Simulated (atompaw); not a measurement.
## Which change was made? (Zr, PAW (atompaw))

zirconium, PAW, made with atompaw 4.2.0.5 (PBE, scalar-relativistic). Core [Ar] 3d10, reference 4s2 4p6 4d2 5s1.5 5p0 (charge +0.5). Waves: 4s (bound); 5s (bound); 4p (bound); 5p (bound, empty); 4d (bound); 4d channel at 0.05 Ry. Local part: ultrasoft scheme with l = 3 at 0 Ry, radius 2.25 bohr. Core correction: smooth core density matched at 2.65 bohr. Augmentation charge: besselshape compensation charge, radius 2.45 bohr; PAW radius 2.65 bohr; waves and projectors: bloechl.

Cutoffs, loose and tight: the cutoffs (Ry, on a coarse ladder) from which the occupation-weighted sum of valence levels, in a spherical-Bessel basis at the reference potential, stays within 10 and 1 mRy of its value at 400 Ry. They see the waves, projectors and local potential, not the compensation charge or the core.

The base gives: outcome: generated; cutoff, loose: 25 Ry; cutoff, tight: 35 Ry; bound ghosts: none.

(1) After one change the result is: outcome: generated, no UPF (negative core plus compensation charge); cutoff, loose: 80 Ry; cutoff, tight: 100 Ry; bound ghosts: none. Which change was it?
A. local potential ultrasoft scheme with l = 3 at 0 Ry, radius 1.36 bohr
B. local potential ultrasoft scheme with l = 3 at 0 Ry, radius 1.84 bohr
C. local potential ultrasoft scheme with l = 3 at 0 Ry, radius 2.02 bohr

## Answers

(1) A. The others give: local potential ultrasoft scheme with l = 3 at 0 Ry, radius 2.02 bohr → outcome: generated; cutoff, loose: 30 Ry; cutoff, tight: 40 Ry; bound ghosts: none | local potential ultrasoft scheme with l = 3 at 0 Ry, radius 1.84 bohr → outcome: generated; cutoff, loose: 35 Ry; cutoff, tight: 50 Ry; bound ghosts: none.
